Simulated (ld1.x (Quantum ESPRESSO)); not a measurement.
## Building the TM semilocal potential for indium (PBE, scalar-relativistic).

```json
{
 "Element": "indium",
 "Generator": "ld1.x (Quantum ESPRESSO) 7.5",
 "Type": "norm-conserving Troullier–Martins (semilocal form)",
 "Functional": "PBE",
 "Relativity": "scalar-relativistic",
 "Frozen core": "[Kr] 4d10",
 "Valence charge": "3",
 "Reference configuration": "5s1 5p0 (charge +2)",
 "Partial waves": "5p (bound, empty): rc 1.90 bohr; 5s (bound): rc 2.20 bohr",
 "Local potential": "the s channel",
 "Core correction": "Bessel-smoothed model core, default radius (core density twice the valence density)"
}
```

Poles of the logarithmic derivatives, all-electron (AE) and pseudo (PS). s: poles at 0.4 (AE) and 0.3 (PS) Ry. p: poles at 1.9 (AE) and 1.2 (PS) Ry. Test radius 2.40 bohr.

* Cutoffs needed: 10 Ry and 25 Ry (the cutoffs (Ry, on a coarse ladder) from which the occupation-weighted sum of valence levels, in a spherical-Bessel basis at the reference potential, stays within 10 and 1 mRy of its value at 400 Ry) The cutoffs count occupied waves only; the empty 5p level needs 25 Ry at the loose tolerance.
* Ghost test: no extra level below or beside the all-electron valence levels (p, s tested); the semilocal form is local in each channel, so this says nothing of the separable form that plane-wave codes build from it (spherical-Bessel basis up to 400 Ry, 20 bohr box)
* Largest excitation error: -164 meV (all-electron minus pseudo) for 5s2 5p1.3, out of 7 test configurations
